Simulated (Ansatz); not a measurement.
Start from `[CH2]1[SiH2][SbH]1` and change one atom or group to get `[SiH3][SiH]1[CH2][SbH]1`.

Ansatz, PBE0-D4/def2-TZVP geometries, multiplicity 1. 

Elements past krypton have def2 core potentials.

```csv
property,`[CH2]1[SiH2][SbH]1`
LUMO energy (ωB97M-V/def2-TZVPP) / eV,0.88
LUMO energy (B3LYP/def2-TZVPP) / eV,-0.98
HOMO energy (ωB97M-V/def2-TZVPP) / eV,-8.47
HOMO energy (B3LYP/def2-TZVPP) / eV,-6.36
size of the dipole moment (B3LYP/def2-TZVPP) / D,0.58
zero-point energy (PBE0-D4/def2-TZVP) / kJ/mol,129.8
```

Task: Give the same properties after the change, and the shifts. (Estimate.)

Result: Ansatz gave: 
```csv
property,`[SiH3][SiH]1[CH2][SbH]1`,shift
LUMO energy (ωB97M-V/def2-TZVPP) / eV,0.63,-0.25
LUMO energy (B3LYP/def2-TZVPP) / eV,-1.16,-0.18
HOMO energy (ωB97M-V/def2-TZVPP) / eV,-8.35,0.12
HOMO energy (B3LYP/def2-TZVPP) / eV,-6.28,0.08
size of the dipole moment (B3LYP/def2-TZVPP) / D,0.58,0.00
zero-point energy (PBE0-D4/def2-TZVP) / kJ/mol,175.4,45.6
```

With PBE0 the HOMO rises by 0.08 eV and the LUMO falls by 0.22 eV, so the gap narrows by about 0.30 eV. PBE moves the HOMO by 0.04 eV and ωB97M-V by 0.12 eV. The zero-point energy changes by 45.6 kJ/mol with +9 modes. Dipoles are sizes alone; their direction can turn.

B3LYP here is the variant with VWN-RPA as its local correlation; programs differ in this.

Spin–orbit coupling is left out; it splits and shifts lone-pair levels of the heavy atoms by tenths of an eV.
